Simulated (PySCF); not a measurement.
**Electron correlation in Ru (ruthenium, neutral)**

[Kr] 4d7 5s1, high-spin 5F determinant. Computed with PySCF 2.14 in x2c-SVPall, with scalar relativity by spin-free X2C-1e. Frozen: [Kr]; 8 electrons correlated.

MP2 pair energies summed by pair of shells (mhartree):

```
 pair   energy  share (%)
4d-4d  -119.85       86.7
4d-5s   -18.40       13.3
```

Total MP2 correlation energy: -138.25 mhartree.

Same-spin part -62.87 and opposite-spin part -75.38 mhartree; SCS-MP2 scales them by 1/3 and 6/5 to -111.41 mhartree.
